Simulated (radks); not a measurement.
Values are calculated unless marked as measured or tabulated.
Au LXXIX, configuration 1s1.

Level of theory: Dirac Kohn-Sham, BLYP, spin-unpolarised, spherical densities, finite nucleus; Fermi nuclear charge, rms radius 5.4371 fm (a radial shooting solver on a logarithmic mesh with Libxc functionals).

Energy parts (hartree):
total: -3428.3306
kinetic: 4186.4635
electron-nucleus: -7619.2408
Hartree: 28.5076
exchange-correlation: -24.0609

Orbitals (lengths in bohr, moments of r in powers of bohr; r(90%) holds 90 % of the orbital's charge):
| orbital | occ. | eigenvalue (hartree) | <1/r> | <r^4> | r(90%) |
|---|---|---|---|---|---|
| 1s1/2 | 1 | -3405.785 | 96.47 | 4.046e-07 | 0.0305 |

The highest occupied level is 1s1/2 at -92676 eV. The electron density at the nucleus is 9.016e+05 e/bohr^3. Summed over all electrons, <r^2> = 0.0003850 bohr^2, which gives a Langevin (diamagnetic) susceptibility term of -0.000305 x 10^-6 cm^3/mol.
